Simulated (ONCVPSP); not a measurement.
## N (Z = 7), ONCV: configuration errors across variants

```
Element                 : N (Z = 7)
Generator               : ONCVPSP 4.0.1
Type                    : optimised norm-conserving Vanderbilt (ONCV)
Functional              : BLYP
Relativity              : scalar-relativistic
Frozen core             : [He]
Valence charge          : 5
Reference configuration : 2s2 2p3
Partial waves           : 2s: rc 1.10 bohr, ncon 3, nbas 6, qcut 4.6 1/bohr, 3 projectors, debl 3.4 Ha; 2p: rc 1.65 bohr, ncon 3, nbas 6, qcut 8.9 1/bohr, 2 projectors, debl 3.2 Ha
Local potential         : polynomial inside 1.05 bohr (lpopt 2, dvloc0 3 Ha)
Core correction         : Teter function, fcfact 2.5, rcfact 1.05
```

All-electron excitation energies from the reference (eV): (1) 2s2 2p2 13.574; (2) 2s2 2p1 42.448; (3) 2s2 2p0 89.607; (4) 2s1 2p4 11.402.

Errors AE − PS in meV (a dash: test not solved or not reliable):

| change | (1) | (2) | (3) | (4) | bound ghosts | GHOST(+) flags above zero |
| --- | --- | --- | --- | --- | --- | --- |
| base | +27 | +234 | +977 | +19 | none | none |
| core correction Teter function, fcfact 2.5, rcfact 0.96 | +27 | +235 | +980 | +21 | none | none |
| core correction Teter function, fcfact 2.5, rcfact 1.06 | +27 | +234 | +974 | +19 | none | none |
| core correction Teter function, fcfact 2.5, rcfact 1.22 | +27 | +232 | +963 | +18 | none | none |
| core correction Teter function, fcfact 2.5, rcfact 1.4 | +26 | +228 | +936 | +17 | none | none |
| core correction Teter function, fcfact 2.5, rcfact 1.62 | +25 | +218 | +882 | +16 | none | none |
| core correction Teter function, fcfact 2.5, rcfact 1.76 | +25 | +209 | +838 | +15 | none | none |
| core correction Teter function, fcfact 2.5, rcfact 1.88 | +24 | +200 | +795 | +14 | none | none |
| core correction Teter function, fcfact 2.5, rcfact 2.04 | +22 | +184 | +724 | +14 | none | none |

(1) Give the same row for: core correction Teter function, fcfact 2.5, rcfact 1.46.

Results:

(1) +26, +226, +922, +17; bound ghosts: none; GHOST(+) flags above zero: none.
